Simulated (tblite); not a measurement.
C7H11BSi.
SMILES with atom numbers: `[CH:1]#[C:2][BH:3][SiH2:4][C@@H:5]1[CH2:6][C@@H:7]1[CH:8]=[CH2:9]` (hydrogens: H10 on C1; H11 on B3; H12, H13 on Si4; H14 on C5; H15, H16 on C6; H17 on C7; H18 on C8; H19, H20 on C9)

Computed with GFN2-xTB (tblite), gas phase: L-BFGS steps from a force-field or distance-geometry start until the largest atomic force falls under 0.01 eV/Å.

Step 19: E = -636.7878 eV
```
atom  x, y, z in Å  |  force x, y, z in eV/Å
C1      1.8698    2.2176   -2.5136   -0.016   0.023  -0.051
C2      2.0191    1.5760   -1.5007   -0.010  -0.017   0.016
B3      2.1759    0.7515   -0.2698   -0.011  -0.025   0.001
Si4     1.3035   -1.0060   -0.1694   -0.038  -0.018   0.010
C5      0.0221   -1.0434    1.2286   -0.022   0.019   0.003
C6     -1.1950   -1.9117    1.1292   -0.056   0.031  -0.012
C7     -1.3450   -0.4280    1.0170    0.005   0.003  -0.026
C8     -1.6628    0.1858   -0.2929    0.022  -0.003   0.022
C9     -1.4822    1.4674   -0.5676   -0.004  -0.029   0.001
H10     1.7364    2.7714   -3.3978    0.011   0.024  -0.004
H11     2.8324    1.1864    0.6003   -0.009  -0.014   0.016
H12     0.5850   -1.4505   -1.3791    0.031   0.000  -0.021
H13     2.2132   -2.1297    0.1370    0.061  -0.014   0.014
H14     0.4183   -0.9229    2.2311    0.034   0.003   0.005
H15    -1.3208   -2.4905    0.2268   -0.018  -0.028  -0.011
H16    -1.5609   -2.4079    2.0164    0.003  -0.006   0.016
H17    -1.7673    0.0953    1.8708    0.016   0.018  -0.059
H18    -2.0443   -0.4811   -1.0585    0.043   0.023   0.063
H19    -1.7115    1.8752   -1.5381    0.008   0.027   0.054
H20    -1.0908    2.1557    0.1661   -0.048  -0.017  -0.038
```

Step 20: E = -636.7889 eV
```
atom  x, y, z in Å  |  force x, y, z in eV/Å
C1      1.8692    2.2203   -2.5134   -0.007  -0.005  -0.015
C2      2.0163    1.5771   -1.5012   -0.019  -0.003   0.001
B3      2.1720    0.7528   -0.2702    0.001  -0.044  -0.001
Si4     1.3062   -1.0086   -0.1697   -0.035  -0.036   0.001
C5      0.0226   -1.0477    1.2259   -0.029   0.050   0.006
C6     -1.1974   -1.9107    1.1293   -0.069   0.008  -0.001
C7     -1.3442   -0.4276    1.0146    0.038   0.016  -0.010
C8     -1.6606    0.1858   -0.2953    0.010   0.001   0.035
C9     -1.4859    1.4691   -0.5659    0.018  -0.036  -0.008
H10     1.7391    2.7729   -3.3980    0.005   0.040  -0.026
H11     2.8315    1.1863    0.5982   -0.011  -0.008   0.023
H12     0.5906   -1.4547   -1.3812    0.037  -0.001  -0.011
H13     2.2195   -2.1307    0.1407    0.041   0.012   0.005
H14     0.4193   -0.9282    2.2286    0.029   0.006  -0.001
H15    -1.3305   -2.4940    0.2316   -0.007  -0.026  -0.035
H16    -1.5612   -2.4010    2.0198   -0.013  -0.026   0.038
H17    -1.7640    0.0991    1.8679    0.022   0.012  -0.062
H18    -2.0401   -0.4828   -1.0602    0.046   0.032   0.050
H19    -1.7129    1.8781   -1.5366    0.005   0.030   0.064
H20    -1.0946    2.1552    0.1707   -0.062  -0.021  -0.052
```

Step 21: E = -636.7904 eV
```
atom  x, y, z in Å  |  force x, y, z in eV/Å
C1      1.8683    2.2239   -2.5135    0.003  -0.038   0.026
C2      2.0124    1.5784   -1.5017   -0.028   0.013  -0.019
B3      2.1672    0.7537   -0.2706    0.016  -0.055  -0.009
Si4     1.3091   -1.0126   -0.1700   -0.018  -0.049  -0.008
C5      0.0227   -1.0525    1.2225   -0.029   0.057   0.009
C6     -1.2018   -1.9092    1.1295   -0.061  -0.023   0.014
C7     -1.3425   -0.4269    1.0114    0.060   0.023   0.016
C8     -1.6575    0.1856   -0.2978   -0.003   0.004   0.038
C9     -1.4902    1.4707   -0.5639    0.040  -0.031  -0.016
H10     1.7428    2.7757   -3.3987    0.000   0.050  -0.037
H11     2.8301    1.1860    0.5959   -0.018  -0.006   0.025
H12     0.5985   -1.4603   -1.3843    0.040  -0.006  -0.004
H13     2.2282   -2.1317    0.1458    0.014   0.043  -0.006
H14     0.4211   -0.9351    2.2253    0.016   0.010  -0.012
H15    -1.3434   -2.4990    0.2373    0.007  -0.012  -0.045
H16    -1.5619   -2.3923    2.0250   -0.030  -0.040   0.047
H17    -1.7590    0.1042    1.8631    0.021   0.013  -0.045
H18    -2.0338   -0.4844   -1.0618    0.041   0.025   0.019
H19    -1.7147    1.8825   -1.5335   -0.003   0.031   0.055
H20    -1.1008    2.1541    0.1757   -0.066  -0.009  -0.047
```

Problem. Estimate the geometry and energy of step 22. (The exact step hangs on the optimiser's Hessian estimate; all steps are aligned on step 21, rigid shifts and turns removed.)

Solution. E = -636.7917 eV, largest force 0.071 eV/Å
```
atom  x, y, z in Å  |  force x, y, z in eV/Å
C1      1.8674    2.2271   -2.5137    0.008  -0.054   0.044
C2      2.0078    1.5797   -1.5023   -0.032   0.018  -0.029
B3      2.1627    0.7534   -0.2713    0.027  -0.052  -0.020
Si4     1.3116   -1.0175   -0.1703    0.001  -0.044  -0.011
C5      0.0223   -1.0564    1.2193   -0.017   0.029   0.008
C6     -1.2071   -1.9081    1.1299   -0.030  -0.042   0.030
C7     -1.3398   -0.4258    1.0085    0.053   0.016   0.036
C8     -1.6544    0.1855   -0.2997   -0.009   0.004   0.026
C9     -1.4938    1.4715   -0.5622    0.050  -0.015  -0.020
H10     1.7466    2.7792   -3.3997   -0.001   0.045  -0.025
H11     2.8283    1.1855    0.5941   -0.029  -0.008   0.018
H12     0.6072   -1.4659   -1.3875    0.036  -0.015  -0.003
H13     2.2373   -2.1319    0.1507   -0.010   0.061  -0.014
H14     0.4233   -0.9418    2.2219    0.002   0.015  -0.021
H15    -1.3560   -2.5039    0.2422    0.019   0.013  -0.032
H16    -1.5631   -2.3843    2.0310   -0.043  -0.044   0.035
H17    -1.7538    0.1095    1.8576    0.015   0.023  -0.011
H18    -2.0267   -0.4855   -1.0631    0.031   0.006  -0.017
H19    -1.7167    1.8875   -1.5295   -0.015   0.029   0.027
H20    -1.1082    2.1529    0.1800   -0.055   0.015  -0.022
```

The energy changes by -0.0013 eV. The first-order estimate −F·Δx gives -0.0019 eV and the mean of the old and new forces, exact on a quadratic surface, -0.0013 eV. The step makes an angle of 76° with the force vector and moves no atom by more than 0.014 Å.

What follows is the cost of the whole relaxation. On Arm Neoverse V1, one thread, shared host, this took 1.1 s of wall time.
